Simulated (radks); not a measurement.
Question: All-electron calculation, non-relativistic Kohn-Sham, exchange-only LDA, spin-polarised, spherical densities, point nucleus; open shells are filled with parallel spins first (spin-orbit coupling, left out, can overturn this in heavy ions). Program: a radial shooting solver on a logarithmic mesh with Libxc functionals. Response by self-consistent Sternheimer equations with the Hartree and adiabatic exchange-only LDA kernel. For heavy and open-shell atoms this level of theory can miss by tens of per cent. Estimate the static dipole polarisabilities of I2+ ([Kr] 4d10 5s2 5p3) and Rb ([Kr] 5s1) and the C6 coefficients of the three pairs.

Answer: alpha = 14.69 and 351.0 bohr^3; C6 = 103.8 (I2+-I2+), 456.0 (I2+-Rb), 5341 (Rb-Rb) hartree bohr^6.
